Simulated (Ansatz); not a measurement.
The first iterations of a band of a periodic cell of 15 atoms, TiW₁₄ (host W, host structure bcc, dopant Ti, one W atom removed).

Theory: Ansatz 0.2.0, DFT PBE, scalar-relativistic, plane waves, PAW. Settings: PAW set soft_1, cutoff 420 eV, k mesh 3x3x3, gaussian smearing 0.05 eV, no spin polarisation.

```json
{
  "movable images": "5",
  "climbing image": "yes",
  "spring": "5.0 eV/Å²",
  "optimiser": "quadratic models (default)",
  "start path": "IDPP",
  "force threshold": "0.05 eV/Å",
  "iteration limit": "49",
  "end points": "relaxed"
}
```

Image 0:

```xyz
15
Lattice="6.3200 0.0000 0.0000 0.0000 6.3200 0.0000 0.0000 0.0000 6.3200" Properties=species:S:1:pos:R:3
W 0.010 0.002 0.017
W 3.178 -0.014 0.001
W -0.005 3.169 -0.006
W -0.005 -0.022 3.184
Ti 1.539 1.626 1.641
W 3.163 3.155 0.017
W 3.163 0.002 3.170
W 4.758 1.585 1.600
W 1.579 4.726 1.600
W 1.579 1.585 4.741
W 3.186 3.169 3.184
W 4.776 4.709 1.620
W 4.776 1.605 4.724
W 1.559 4.709 4.724
W 4.753 4.731 4.746
```

Image 6:

Only the atoms that move by more than 0.05 Å are listed.
```
Ti5 0.047 3.113 3.113
W7 3.131 0.029 3.134
W8 4.720 1.569 1.569
W11 3.147 3.153 3.153
W12 4.744 4.736 1.583
```

| iteration | highest image above the first end (eV) | largest band force component (eV/Å) |
| --- | --- | --- |
| 1 | 1.357 | 2.167 |
| 2 | 1.319 | 1.225 |

Problem. Does the band converge within its limit, and where does its top end?

Solution. The run converged. It ended after 5 iterations with the highest image 1.015 eV above the first end. By the program's own check the climbing image is a first-order saddle point (lowest curvatures found: -1.94 and 7.65 eV/Å²). Limits of this set-up: coarse k mesh, a small cell, in which the defect meets its images.

The run took 8.9 min on 4 threads of Intel(R) Xeon(R) Platinum 8375C CPU @ 2.90GHz (Ice Lake) (shared host), peak memory 3 GiB.
